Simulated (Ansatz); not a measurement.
Calculated with Ansatz (gas phase, PBE0-D4/def2-TZVP geometries, no zero-point term in ΔE). CCSD(T)/CBS adds triple-zeta CCSD(T) − MP2 to the extrapolated MP2 energy (def2 sets, frozen cores). This one scheme is used for every species. Functionals use def2-TZVPP. B3LYP here is the variant with VWN-RPA as its local correlation; programs differ in this. One conformer a species, not always the lowest.

Consider the formal hydrolysis of a C–O bond: `NC(F)(F)O[SiH3]` + H₂O → `NC(O)(F)F` + silanol.

`NC(F)(F)O[SiH3]`:

```xyz
11

N     0.802   -1.826   -0.377
C     0.637   -0.440   -0.319
F     1.519    0.085    0.577
F     0.969    0.191   -1.498
O    -0.630   -0.125    0.003
Si   -1.127    1.319    0.683
H     0.034   -2.256   -0.871
H     1.686   -2.074   -0.800
H    -2.598    1.292    0.531
H    -0.538    2.468   -0.043
H    -0.753    1.368    2.115
```

H₂O:

```xyz
3

O     0.316   -0.152   -0.169
H    -0.122    0.673   -0.387
H    -0.193   -0.521    0.556
```

`NC(O)(F)F`:

Cartesian coordinates in Å:
```
N 0.984 -0.299 -0.588
C -0.089 -0.149 0.302
O -0.998 0.792 -0.090
F -0.718 -1.343 0.448
F 0.390 0.177 1.529
H 1.487 0.574 -0.676
H 0.645 -0.589 -1.496
H -1.700 0.838 0.570
```

`O[SiH3]`:

Z-matrix (Å, degrees):
```
Si
O 1 1.648
H 1 1.489 2 111.7
H 1 1.489 2 111.7 3 120.9
H 1 1.481 2 105.9 3 -119.6
H 2 0.957 1 117.9 3 -60.5
```

Question: Is it downhill or uphill in electronic energy at CCSD(T)/CBS, and by how much? (An estimate is asked.)

Answer: Computed: Nearly level: ΔE = +0.03 eV.

Question: What do these levels give: PBE-D4, B3LYP-D4, PBE, B3LYP, HF/def2-TZVPP, MP2/def2-TZVPP, SCS-MP2/def2-TZVPP, HF/def2-QZVPP, MP2/def2-QZVPP, SCS-MP2/def2-QZVPP, MP2/CBS(def2), CCSD/CBS(def2)? (Estimate.)

Answer: The calculation gave: PBE-D4 -0.02, B3LYP-D4 0.02, PBE -0.06, B3LYP -0.05, HF/def2-TZVPP -0.07, MP2/def2-TZVPP 0.01, SCS-MP2/def2-TZVPP -0.01, HF/def2-QZVPP -0.06, MP2/def2-QZVPP 0.03, SCS-MP2/def2-QZVPP 0.01, MP2/CBS(def2) 0.04, CCSD/CBS(def2) 0.02 eV.

Largest T1 diagnostic among the species: 0.012.

The D4 term adds +0.07 eV with B3LYP and +0.04 eV with PBE0; it sums over pairs of atoms, weighted by their polarisabilities, and B3LYP, whose exchange is more repulsive, gets the larger term. In def2-TZVPP, CCSD(T) changes the Hartree–Fock value by +0.07 eV (the triples alone add +0.01 eV) and MP2 by +0.07 eV.
